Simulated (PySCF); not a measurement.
From computed data to an observable: dipole moment from atomic charges

Cl₂H₂InN, SMILES [Cl][In]([NH2])[Cl]. Atoms are numbered in the order given.

```xyz
6

In     0.0188     0.2479     0.0000
Cl    -0.0148    -0.9817     1.9839
Cl    -0.0148    -0.9817    -1.9839
N     -0.1263     2.2559     0.0000
H      0.2337     2.7196    -0.8306
H      0.2337     2.7196     0.8306
```

Geometry: PBE0-D3(BJ)/def2-SVP. The def2 effective core potentials stand for the cores of In; spin–orbit coupling is left out. Other conformers were not sampled.

Charges (e) from HF/def2-TZVP run with PySCF:

| atom | Mulliken | ESP fit |
|---|---|---|
| In1 | 1.240 | 1.001 |
| Cl2 | -0.460 | -0.359 |
| Cl3 | -0.460 | -0.359 |
| N4 | -0.838 | -0.922 |
| H5 | 0.259 | 0.319 |
| H6 | 0.259 | 0.319 |

The dipole moment of the full density is 3.09 D.

Q: What dipole moment does each set of point charges give, and which comes closer to that of the density?

A: 
μ = Σ q r, and 1 e Å = 4.8032 D.
Mulliken: Σ q r = (0.264, 0.729, 0.000) e Å, |μ| = 3.72 D.
ESP fit: Σ q r = (0.295, 0.608, 0.000) e Å, |μ| = 3.25 D.
ESP fit comes closer in size. Point charges leave out the atoms' own dipoles (lone pairs, polarised bonds); fits to the potential absorb them, partitions of the density don't.
